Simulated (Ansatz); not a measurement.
Species: ZrF2, charge 0, multiplicity 3. The spin state was set by rule; other spins were not relaxed. SMILES: [F][Zr][F]
Geometry: optimised at B3LYP-D3(BJ)/def2-TZVP (Ansatz, a program for electronic structure).

Property: vertical electron affinity (to the doublet state of charge -1; a negative value means that the extra electron is unbound and the number depends on the basis; each state is the SCF solution reached for its spin; for the doublet the Hartree-Fock reference is unstable and T1 is 0.029), in eV. Correlated levels leave the core frozen unless marked. Open shells are spin-unrestricted. No spin-orbit coupling. Frozen are the shells of the preceding noble gas and the d and f shells that filled before the atom's block. Past Kr the def2 sets carry scalar-relativistic core potentials. Anions need diffuse functions: def2-D sets add few. 

```tsv
level	program	vertical electron affinity (eV)
BHLYP/def2-TZVPD	Ansatz	0.90
CAM-B3LYP/def2-TZVPD	Ansatz	1.03
wB97M-V/def2-TZVPD	Ansatz	1.05
wB97X/def2-TZVPD	Ansatz	1.31
CCSD(T)/def2-SVPD	Ansatz	0.94
CCSD(T)/def2-TZVPPD	Ansatz	1.00
```
